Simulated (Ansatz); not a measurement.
Mo(O)(NH)(F)(OH) (FH2MoNO2), SMILES [O]=[Mo]([OH])(=[NH])[F], multiplicity 1.

Geometry optimised at B3LYP-D3(BJ)/def2-SVP. The multiplicity is an assumed one; no other spin state was optimised. The structure was generated by enumeration; whether it is a known compound was not checked. The def2 effective core potentials stand for the cores of Mo; spin–orbit coupling is left out. One conformer was computed; it need not be the lowest.

Two levels are set side by side: PBE/def2-SVPD (Ansatz, a first-principles code) and PBE0/def2-SVPD (Ansatz). Energy differences of separate SCF runs at the same geometry; the states with an electron removed or added have multiplicity 2 and 2. Differences are taken from unrounded values.

```
quantity                             PBE
---------------------------------  -----
vertical ionisation energy (eV)    10.59
vertical electron affinity (eV)     0.07
vertical singlet–triplet gap (eV)   4.00
```

Problem. These are the PBE values. What does PBE0 give? (The exact figures need the calculation; the answer reports its results.)

Solution. 
| quantity | PBE0 | PBE minus PBE0 |
|---|---|---|
| vertical ionisation energy (eV) | 10.80 | -0.21 |
| vertical electron affinity (eV) | 0.45 | -0.39 |
| vertical singlet–triplet gap (eV) | 3.65 | 0.35 |
